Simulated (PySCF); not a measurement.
# Assigning NMR signals

Molfile (atoms numbered from 1):
```
CH13NOSi5
     RDKit          3D

 21 21  0  0  0  0  0  0  0  0999 V2000
   -2.5181   -2.1273   -1.4488 C   0  0  0  0  0  0  0  0  0  0  0  0
   -1.3276   -1.4397   -0.1241 Si  0  0  2  0  0  4  0  0  0  0  0  0
   -1.6756    0.7475    0.6321 Si  0  0  0  0  0  4  0  0  0  0  0  0
   -0.1236    1.0890   -0.1391 N   0  0  0  0  0  0  0  0  0  0  0  0
    0.7115    2.5950   -0.0052 Si  0  0  0  0  0  4  0  0  0  0  0  0
    0.5944   -0.3628   -0.8376 Si  0  0  1  0  0  4  0  0  0  0  0  0
    1.9225   -0.7876    0.0031 O   0  0  0  0  0  0  0  0  0  0  0  0
    2.8757   -0.5464    1.2854 Si  0  0  0  0  0  4  0  0  0  0  0  0
   -2.7306   -1.3872   -2.2143 H   0  0  0  0  0  0  0  0  0  0  0  0
   -2.1084   -3.0045   -1.9407 H   0  0  0  0  0  0  0  0  0  0  0  0
   -3.4629   -2.4187   -1.0011 H   0  0  0  0  0  0  0  0  0  0  0  0
   -1.2179   -2.5177    0.8911 H   0  0  0  0  0  0  0  0  0  0  0  0
   -2.6858    1.6486    0.0544 H   0  0  0  0  0  0  0  0  0  0  0  0
   -1.6067    1.0937    2.0610 H   0  0  0  0  0  0  0  0  0  0  0  0
    1.3823    2.6983    1.2977 H   0  0  0  0  0  0  0  0  0  0  0  0
    1.6906    2.6677   -1.0895 H   0  0  0  0  0  0  0  0  0  0  0  0
   -0.2878    3.6573   -0.1370 H   0  0  0  0  0  0  0  0  0  0  0  0
    1.1491   -0.0703   -2.1582 H   0  0  0  0  0  0  0  0  0  0  0  0
    3.7756    0.5704    0.9983 H   0  0  0  0  0  0  0  0  0  0  0  0
    3.5857   -1.8179    1.4109 H   0  0  0  0  0  0  0  0  0  0  0  0
    2.0487   -0.2704    2.4610 H   0  0  0  0  0  0  0  0  0  0  0  0
  1  2  1  0
  2  3  1  0
  3  4  1  0
  4  5  1  0
  4  6  1  0
  6  7  1  0
  7  8  1  0
  6  2  1  0
  1  9  1  0
  1 10  1  0
  1 11  1  0
  2 12  1  1
  3 13  1  0
  3 14  1  0
  5 15  1  0
  5 16  1  0
  5 17  1  0
  6 18  1  6
  8 19  1  0
  8 20  1  0
  8 21  1  0
M  END
```

[PySCF 2.14: structure optimised with GFN2-xTB; GIAO PBE0/pcSseg-1 shieldings; single conformer; non-relativistic; one averaged value for each set of equivalent atoms; in vacuum]

Shifts are taken against calculated references (same method and geometry level): 1H vs TMS.

Task: Assign these signals to the numbered atoms. 1H NMR (400 MHz, computed): δ 5.72 (m, 1H), 5.45 (m, 1H), 5.27 (m, 1H), 5.17 (s, 3H), 4.98 (m, 1H), 4.86 (s, 3H), 0.38 (d, 3H).

Result: 
```tsv
δ (ppm)	atoms	environment	reason
5.72	H18	hydrogen on a silicon bonded to N, O, Si, in a 4-membered ring	–
5.45	H14	hydrogen on a silicon bonded to N, Si, in a 4-membered ring	–
5.27	H13	hydrogen on a silicon bonded to N, Si, in a 4-membered ring	–
5.17	H19/H20/H21	hydrogen on a silicon bonded to O	–
4.98	H12	hydrogen on a silicon bonded to C, 2 Si, in a 4-membered ring	–
4.86	H15/H16/H17	hydrogen on a silicon bonded to N	–
0.38	H9/H10/H11	hydrogen on a methyl carbon bonded to Si	an electropositive neighbour shields it, as in TMS itself
```

H13 and H19/H20/H21; H12 and H15/H16/H17 lie closer than the usual error of such a calculation, so a measured spectrum could show them in the other order.

No couplings were computed; multiplicities are counted from neighbouring protons, with m where these are inequivalent, close in shift, in a saturated or five-membered ring or joined by F or P, and br s for small geminal =CH2 splittings.
